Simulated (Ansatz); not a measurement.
**A relaxation, step by step**

Zn2H2 (SMILES [ZnH][ZnH]), closed shell, B3LYP-D4/def2-SVP (Ansatz 0.2.0). Settings:

```yaml
hamiltonian: {xc: {name: B3LYP}, dispersion: d4}
relax: {f_tol: 0.002, max_steps: 80, max_displacement: 0.5}
```

Start (the SMILES describes the start alone):

```tsv
atom	x (Å)	y (Å)	z (Å)
Zn1	0.3997	-1.0565	0.5734
Zn2	-0.4082	0.9785	-0.4002
H3	1.2445	-2.1393	1.2486
H4	-1.1153	2.2420	-1.4894
```

| step | energy less the last (meV) | largest force component (eV/Å) |
| --- | --- | --- |
| 1 | 314.0 | 1.249 |
| 2 | 14.2 | 0.292 |
| 3 | 2.8 | 0.107 |
| 4 | 0.2 | 0.027 |
| 5 | 0.0 | 0.002 |

Step 2, positions (Å) and forces (eV/Å):

```csv
atom,x,y,z,Fx,Fy,Fz
Zn1,0.478,-0.937,0.605,-0.044,0.105,-0.206
Zn2,-0.504,0.946,-0.592,0.192,-0.292,0.285
H3,1.198,-2.178,1.256,0.009,-0.063,0.106
H4,-1.051,2.194,-1.336,-0.157,0.250,-0.186
```

Step 3, positions (Å) and forces (eV/Å):

| atom | x | y | z | Fx | Fy | Fz |
| --- | --- | --- | --- | --- | --- | --- |
| Zn1 | 0.506 | -0.936 | 0.549 | 0.065 | -0.107 | 0.071 |
| Zn2 | -0.463 | 0.947 | -0.573 | -0.039 | 0.084 | -0.065 |
| H3 | 1.162 | -2.170 | 1.285 | 0.009 | -0.035 | 0.020 |
| H4 | -1.084 | 2.184 | -1.329 | -0.036 | 0.057 | -0.026 |

Step 4, positions (Å) and forces (eV/Å):

| atom | x | y | z | Fx | Fy | Fz |
| --- | --- | --- | --- | --- | --- | --- |
| Zn1 | 0.518 | -0.942 | 0.553 | -0.001 | 0.005 | -0.004 |
| Zn2 | -0.459 | 0.955 | -0.584 | 0.002 | -0.005 | 0.002 |
| H3 | 1.159 | -2.182 | 1.294 | 0.013 | -0.027 | 0.017 |
| H4 | -1.097 | 2.194 | -1.330 | -0.014 | 0.027 | -0.015 |

Last step (5):

```xyz
4
angstrom
Zn 0.5208 -0.9429 0.5535
Zn -0.4585 0.9570 -0.5861
H 1.1591 -2.1865 1.2964
H -1.1007 2.1971 -1.3314
```

The run took about 8 s on 2 CPU threads of an Arm Neoverse V2 (shared host).
